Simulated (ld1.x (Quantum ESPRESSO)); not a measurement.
**What one change does to a pseudopotential (silicon (Si), TM semilocal)**

* Element: silicon
* Generator: ld1.x (Quantum ESPRESSO) 7.5
* Type: norm-conserving Troullier–Martins (semilocal form)
* Functional: PBE
* Relativity: scalar-relativistic
* Frozen core: [Ne]
* Valence charge: 4
* Reference configuration: 3s2 3p2
* Partial waves: 3s (bound): rc 1.25 bohr; 3p (bound): rc 2.40 bohr
* Local potential: the p channel
* Core correction: a·sin(br)/r model core inside 0.85 bohr

Change: wave 3s (bound): rc 1.25 bohr becomes 3s (bound): rc 1.38 bohr.

Cutoffs: the cutoffs (Ry, on a coarse ladder) from which the occupation-weighted sum of valence levels, in a spherical-Bessel basis at the reference potential, stays within 10 and 1 mRy of its value at 400 Ry; they do not see the model core or the augmentation charge, which bear on the density cutoff. Errors are all-electron minus pseudo energies relative to the spin-unpolarised reference configuration.

Problem. What does the change do?

Solution. The potential gets softer (50 Ry and 110 Ry → 35 Ry and 80 Ry); of the 7 tests that both files solve, the error grows in 0 and shrinks in 4 by more than 15 % and 0.3 meV (median size 3.6 → 3.9 meV); neither file shows a bound ghost. A larger radius leaves more room for a smooth pseudo-wave, so fewer plane waves are needed. That the errors move this way runs against the usual rule that smaller radii transfer better. A semilocal file is local in each channel, so a ghost entry of none says nothing of the separable form that plane-wave codes build from it.

```tsv
quantity	base	changed
cutoff, loose	50 Ry	35 Ry
cutoff, tight	110 Ry	80 Ry
loose cutoff by channel (10 mRy a level)	s 40 Ry, p 6 Ry	s 30 Ry, p 6 Ry
bound ghosts	none	none
error for 3s2 3p1, meV [ΔE 7.74 eV]	+2.6	+2.1
error for 3s2 3p0, meV [ΔE 23.73 eV]	+20	+15
error for 3s1 3p0, meV [ΔE 57.70 eV]	+66	+49
error for 3s0 3p4, meV [ΔE 13.78 eV]	-14	-6.3
error for 3s2 3p2.3, meV [ΔE -0.93 eV]	+0.1	+0.1
error for 3s1 3p2, meV [ΔE 15.17 eV]	+3.6	+3.9
error for 3s2 3p1.5, meV [ΔE 2.92 eV]	+0.4	+0.3
s: phases at 2.60 bohr within 0.05 rad from the reference energy up to (Ry; the scan ends near 5)	1.5	1.9
p: phases at 2.60 bohr within 0.05 rad from the reference energy up to (Ry; the scan ends near 5)	2.8	2.8
```
